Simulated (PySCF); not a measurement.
Ga(Me)3(HOMe), C₄H₁₃GaO, singlet (GFN2-xTB optimised geometry):

```
19

Ga    -1.421    -0.263     0.000
C     -1.453     1.785     0.000
H     -0.992     2.215     0.896
H     -2.481     2.156    -0.027
H     -0.947     2.212    -0.872
C     -1.722    -1.261     1.758
H     -2.786    -1.394     1.967
H     -1.295    -0.726     2.611
H     -1.277    -2.261     1.739
C     -1.720    -1.268    -1.752
H     -1.243    -0.762    -2.597
H     -2.785    -1.350    -1.991
H     -1.327    -2.288    -1.712
C      1.796    -1.262    -0.012
O      0.791    -0.263     0.000
H      2.481    -1.115    -0.851
H      1.283    -2.215    -0.129
H      2.355    -1.267     0.927
H      1.177     0.613     0.112
```

Calculation: PySCF 2.14.0 with PBE0/def2-SVP.

Problem. What are the frontier orbital energies and the dipole moment?

Solution. HOMO-2 -9.22 eV, HOMO-1 -6.78 eV, HOMO -6.64 eV, LUMO 0.72 eV, LUMO+1 1.37 eV; dipole moment 4.12 D.

On the same geometry PBE/def2-SVP run with PySCF gives HOMO-2 -7.43 eV, HOMO-1 -5.53 eV, HOMO -5.38 eV, LUMO -0.23 eV, LUMO+1 0.57 eV; dipole moment 4.03 D.

Meta-Löwdin charges at PBE0/def2-SVP: Ga1 0.54, C2 -0.54, H3 0.09, H4 0.11, H5 0.09, C6 -0.53, H7 0.10, H8 0.09, H9 0.09, C10 -0.53, H11 0.10, H12 0.10, H13 0.09, C14 -0.08, O15 -0.41, H16 0.11, H17 0.13, H18 0.10, H19 0.34.
